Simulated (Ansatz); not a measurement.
`Cc1csc(-c2sc(-c3sc(-c4sc(-c5sc(-c6sc(-c7sccc7C)cc6C)cc5C)cc4C)cc3C)cc2C)c1`. The state is a singlet with charge 0. Geometry PBE-D4/def2-SVP.

Cartesian coordinates in Å:
```
C -8.840 -5.765 -1.990
C -7.502 -5.177 -1.639
C -6.611 -4.645 -2.558
S -5.163 -4.058 -1.816
C -5.733 -4.500 -0.215
C -4.913 -4.238 0.948
S -3.760 -2.919 0.914
C -3.186 -3.278 2.531
C -2.128 -2.492 3.117
S -1.000 -1.646 2.076
C -0.149 -0.943 3.438
C 0.961 -0.051 3.217
S 1.112 0.776 1.678
C 2.614 1.547 2.151
C 3.311 2.405 1.226
S 3.052 2.207 -0.498
C 4.120 3.541 -0.889
C 4.321 3.930 -2.263
S 3.101 3.531 -3.455
C 4.030 4.241 -4.761
C 3.564 4.258 -6.128
S 4.499 5.141 -7.324
C 3.407 4.711 -8.591
C 2.370 3.932 -8.122
C 2.438 3.663 -6.719
C 1.417 2.838 -5.989
C 5.219 4.770 -4.253
C 5.402 4.605 -2.855
C 6.627 5.069 -2.121
C 4.665 4.070 0.283
C 4.221 3.444 1.480
C 4.651 3.888 2.849
C 2.936 1.189 3.462
C 2.019 0.292 4.076
C 2.204 -0.248 5.465
C -0.717 -1.394 4.633
C -1.829 -2.265 4.471
C -2.607 -2.829 5.625
C -3.902 -4.355 3.059
C -4.877 -4.906 2.181
C -5.728 -6.092 2.535
C -6.993 -5.089 -0.304
H -9.663 -5.237 -1.464
H -9.039 -5.703 -3.077
H -8.902 -6.834 -1.694
H -6.735 -4.573 -3.646
H 3.591 5.061 -9.614
H 1.564 3.551 -8.764
H 1.879 1.982 -5.454
H 0.871 3.433 -5.225
H 0.666 2.431 -6.693
H 5.964 5.260 -4.896
H 7.461 5.255 -2.826
H 6.445 6.017 -1.571
H 6.962 4.320 -1.376
H 5.338 4.936 0.287
H 3.801 3.892 3.561
H 5.429 3.220 3.276
H 5.079 4.909 2.815
H 3.852 1.526 3.962
H 1.997 -1.336 5.510
H 1.523 0.242 6.194
H 3.239 -0.077 5.818
H -0.371 -1.062 5.619
H -2.339 -3.888 5.827
H -2.406 -2.257 6.551
H -3.699 -2.803 5.430
H -3.693 -4.781 4.047
H -6.745 -5.788 2.862
H -5.856 -6.773 1.670
H -5.275 -6.667 3.366
H -7.562 -5.414 0.576
```

Single mean-field runs in def2-SVP are fitted with def2-universal-jkfit.

Question: Estimate the orbital energies around the gap (eV) in Ansatz with PBE-D4/def2-SVP, r2SCAN-D4/def2-SVP, PBE0-D4/def2-SVP.

Answer: 
| orbital | PBE-D4/def2-SVP | r2SCAN-D4/def2-SVP | PBE0-D4/def2-SVP |
| --- | --- | --- | --- |
| HOMO−9 | -6.08 | -6.37 | -7.20 |
| HOMO−8 | -6.01 | -6.30 | -7.13 |
| HOMO−7 | -5.99 | -6.27 | -7.10 |
| HOMO−6 | -5.97 | -6.26 | -7.08 |
| HOMO−5 | -5.90 | -6.19 | -7.03 |
| HOMO−4 | -5.88 | -6.16 | -6.99 |
| HOMO−3 | -5.75 | -6.00 | -6.82 |
| HOMO−2 | -5.21 | -5.42 | -6.16 |
| HOMO−1 | -4.64 | -4.82 | -5.49 |
| HOMO | -4.19 | -4.35 | -4.95 |
| LUMO | -2.59 | -2.63 | -2.10 |
| LUMO+1 | -2.18 | -2.19 | -1.60 |
| LUMO+2 | -1.72 | -1.70 | -1.03 |
| LUMO+3 | -1.23 | -1.17 | -0.45 |
| LUMO+4 | -1.12 | -1.01 | -0.20 |
| LUMO+5 | -0.75 | -0.66 | 0.11 |
